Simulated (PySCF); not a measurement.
**ICl⁺ at r²SCAN**

Level: r²SCAN. PySCF, scalar-relativistic core potentials, basis sets I def2-SVP with ECP28, Cl def2-SVP.

```json
{
  "state": "²Π (doublet), unpaired electrons π ↑",
  "bond length": "2.288 Å",
  "harmonic wavenumber": "419 cm⁻¹",
  "force constant": "2.84 mdyn/Å",
  "rotational constant Be": "0.1174 cm⁻¹",
  "anharmonicity ωexe": "1.40 cm⁻¹",
  "vibration–rotation constant αe": "0.000501 cm⁻¹",
  "well depth De to I⁺ + Cl": "251 kJ/mol",
  "dissociation energy D0": "248 kJ/mol",
  "bond order (Mayer)": "1.45",
  "dipole moment (positive dipole points towards Cl; it is taken about the centre of mass and depends on that origin)": "-0.31 D"
}
```

Spin–orbit coupling is left out, which matters for elements this heavy, above all for dissociation energies. For an ion De counts to the pair picked by the measured ionisation energies or electron affinities, which need not be the lowest pair at this level. The state is the lowest determinant that a PBE0 search found; another state may lie lower at other levels.
